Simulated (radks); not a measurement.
Coulomb parameter of the 5d shell of the iridium ion Ir2+ in the model configuration [Xe] 4f14 5d6 6s1, as a second difference U = [E(n + 0.5) + E(n - 0.5) - 2 E(n)] / (0.5)^2 with all orbitals relaxed. "Bare": the charge of the atom changes with n. "Screened": the 6s shell takes up the change at fixed total charge, which measures U(5d,5d) + U(6s,6s) - 2 U(5d,6s). Method: scalar-relativistic Kohn-Sham, LDA (Slater exchange, Perdew-Wang correlation), spin-unpolarised, spherical densities, finite nucleus; Fermi nuclear charge, rms radius 5.4032 fm; computed with a radial shooting solver on a logarithmic mesh with Libxc functionals.

[
 {"case": "start", "configuration": "[Xe] 4f14 5d6 6s1", "E - E(n) (eV)": "0.000"},
 {"case": "bare +0.5", "configuration": "[Xe] 4f14 5d6.5 6s1", "E - E(n) (eV)": "-12.062"},
 {"case": "bare -0.5", "configuration": "[Xe] 4f14 5d5.5 6s1", "E - E(n) (eV)": "15.112"},
 {"case": "screened +0.5", "configuration": "[Xe] 4f14 5d6.5 6s0.5", "E - E(n) (eV)": "-1.842"},
 {"case": "screened -0.5", "configuration": "[Xe] 4f14 5d5.5 6s1.5", "E - E(n) (eV)": "2.141"}
]

U(bare) = 12.198 eV, U(screened by 6s) = 1.194 eV, against the Slater integral F0(5d,5d) = 15.551 eV with frozen orbitals.
